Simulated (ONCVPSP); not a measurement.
## Al (Z = 13): one change to an ONCV potential, before and after

| Quantity | Value |
| --- | --- |
| Element | Al (Z = 13) |
| Generator | ONCVPSP 4.0.1 |
| Type | optimised norm-conserving Vanderbilt (ONCV) |
| Functional | PW91 |
| Relativity | scalar-relativistic |
| Frozen core | [Ne] |
| Valence charge | 3 |
| Reference configuration | 3s2 3p0.5 (charge +0.5) |
| Partial waves | 3s: rc 2.05 bohr, ncon 4, nbas 8, qcut 3.7 1/bohr, 2 projectors, debl 3.2 Ha; 3p: rc 2.55 bohr, ncon 5, nbas 10, qcut 3 1/bohr, 2 projectors, debl 3.2 Ha; d scattering state at 0.03 Ha: rc 2.50 bohr, ncon 4, nbas 7, qcut 4 1/bohr, 2 projectors, debl 2.4 Ha |
| Local potential | polynomial inside 1.75 bohr (lpopt 5, dvloc0 0 Ha) |
| Core correction | Teter function, fcfact 1.75, rcfact 1.2 |

Change: core correction Teter function, fcfact 4.25, rcfact 1.

Cutoffs: the cutoffs (Ha) at which the residual kinetic energy of the hardest occupied pseudo-wave falls to 1 and 0.1 mHa per electron; they do not see the model core or the augmentation charge, which bear on the density cutoff. Errors are all-electron minus pseudo energies relative to the spin-unpolarised reference configuration.

**Question.** Predict the effect on cutoff, ghosts and configuration errors.

**Answer.** The potential gets neither clearly harder nor softer (5.5 Ha and 8.2 Ha → 5.5 Ha and 8.2 Ha); of the 4 tests that both files solve, the error grows in 2 and shrinks in 0 by more than 15 % and 0.3 meV (median size 4.7 → 9.6 meV); neither file shows a bound ghost. A model core, the more so a compact one, raises the density cutoff, which this test does not measure.

| quantity | base | changed |
| --- | --- | --- |
| cutoff, loose | 5.5 Ha | 5.5 Ha |
| cutoff, tight | 8.2 Ha | 8.2 Ha |
| bound ghosts | none | none |
| GHOST(+) flags under 300 eV | none | none |
| error for 3s2 3p1, meV [ΔE -2.10 eV] | -0.2 | -0.3 |
| error for 3s2 3p0, meV [ΔE 3.70 eV] | -0.7 | -0.9 |
| error for 3s1 3p0, meV [ΔE 22.98 eV] | +8.7 | +20 |
| error for 3s0 3p3, meV [ΔE 8.37 eV] | +11 | +18 |
| s: phases at 2.08 bohr within 0.05 rad from the reference energy up to (Ha; the scan ends near 5) | 3.5 | 3.5 |
| p: phases at 2.58 bohr within 0.05 rad from the reference energy up to (Ha; the scan ends near 5) | 1.8 | 1.8 |
| d: phases at 2.54 bohr within 0.05 rad from the reference energy up to (Ha; the scan ends near 5) | to the end of the scan | to the end of the scan |
| rms error of d²Exc/dni dnj with the model core, mHa | 1.32 | 1.72 |

Base: The cutoffs count occupied waves only; projector 2 of the d channel, the hardest unoccupied one, needs 32 Ha at the loose tolerance. Changed file: The cutoffs count occupied waves only; projector 2 of the d channel, the hardest unoccupied one, needs 32 Ha at the loose tolerance.
